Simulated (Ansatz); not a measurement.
System: sum formula H$_{8}$Si$_{3}$O$_{4}$, charge 0, multiplicity 1. 
Coordinates optimised at B3LYP-D3(BJ)/def2-TZVP (Ansatz, a first-principles code):
```
Si
O 1 1.6193
O 1 1.6193 2 112.13
O 1 1.6346 2 109.99 3 -117.18
H 4 0.9600 1 118.21 2 -49.77
O 1 1.6346 2 105.60 4 -123.03
H 6 0.9600 1 118.21 2 -170.95
Si 3 1.6434 1 142.59 2 -81.52
Si 2 1.6434 1 142.59 3 -81.52
H 9 1.4785 2 107.75 1 158.15
H 8 1.4785 3 107.75 1 158.15
H 9 1.4795 10 109.51 2 -119.63
H 8 1.4795 11 109.51 3 -119.63
H 9 1.4804 10 109.63 12 -120.16
H 8 1.4804 11 109.63 13 -120.16
```

Basis-set convergence of Hartree-Fock and MP2 correlation energies (hartree) with Ansatz. Cores are frozen in the correlated levels unless marked. No spin-orbit coupling. No relativistic terms.

```tsv
basis	functions	E(HF)	E(corr, MP2)
aug-cc-pV(D+d)Z	260	-1171.27450	-1.09900
aug-cc-pV(T+d)Z	533	…	…
```

Task: Fill in the missing entries.

Result: 
- aug-cc-pV(T+d)Z, E(HF): -1171.42397
- aug-cc-pV(T+d)Z, E(corr, MP2): -1.33765
